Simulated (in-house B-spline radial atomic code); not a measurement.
A run on an ion of nuclear charge 15 with 15.8 electrons that did not converge. Method: non-relativistic TPSS, spin-polarised, spherical fractional occupations, point nucleus; computed with a B-spline radial code for spherical atoms.

Command:
```bash
python run_scf.py task.json out
```
Settings:
```
Z                15
configuration    [Ne] 3s2 3p3.8
hamiltonian      nr
method           tpss,tpss
spin_polarised   True
```

First and last ten iterations of the last attempt (damped for 15 steps, keeping 80 % of the old Fock matrix, then DIIS):
```
 iter        energy (Eh)    residual
    1        -341.269601    2.28e-02
    2        -341.264743    3.15e-02
    3        -341.298824    2.10e-02
    4        -341.315947    1.36e-02
    5        -341.324104    8.56e-03
    6        -341.327808    5.62e-03
    7        -341.329437    4.05e-03
    8        -341.330151    2.93e-03
    9        -341.330502    2.50e-03
   10        -341.276196    1.59e-02
  111        -341.330299    2.45e-03
  112        -341.280017    1.49e-02
  113        -341.280011    1.49e-02
  114        -341.279942    1.49e-02
  115        -341.279850    1.49e-02
  116        -341.279848    1.49e-02
  117        -341.278905    1.50e-02
  118        -341.278133    1.52e-02
  119        -341.278194    1.51e-02
  120        -341.279406    1.47e-02
 not converged after 120 iterations
```

The smallest residual met was 1.7e-03; the threshold is about 1e-07. No energy from this run should be used. The likely cause: this method binds the added charge weakly or not at all at the basis-set limit, so charge moves back and forth between the atom and the box. Time taken, with all properties: 1.7 s on 1 thread of Arm Neoverse V1, on a shared host.
